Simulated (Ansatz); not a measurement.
CdH2O (SMILES [OH][CdH]) moved off its minimum; all values from Ansatz (an electronic-structure program), cores frozen in correlated methods. Elements past Kr take the def2 small-core potentials, without spin–orbit coupling.
(charge 0, multiplicity 1)
```xyz
4

Cd    -0.30037    -0.19778     0.05084
H     -1.88390    -0.54703    -0.14137
O      1.72923     0.53092     0.17049
H      1.71809     1.47659     0.20966
```

Task: Give the forces (eV/Å), the total energy and the dipole at CCSD(T)/def2-TZVPPD.

Result: 
| atom | Fx | Fy | Fz |
|---|---|---|---|
| Cd1 | 2.064 | 1.099 | 0.036 |
| H2 | -0.149 | -0.227 | 0.036 |
| O3 | -1.837 | -1.734 | -0.112 |
| H4 | -0.079 | 0.862 | 0.040 |
Energy -243.6125 hartree, dipole 2.37 D.
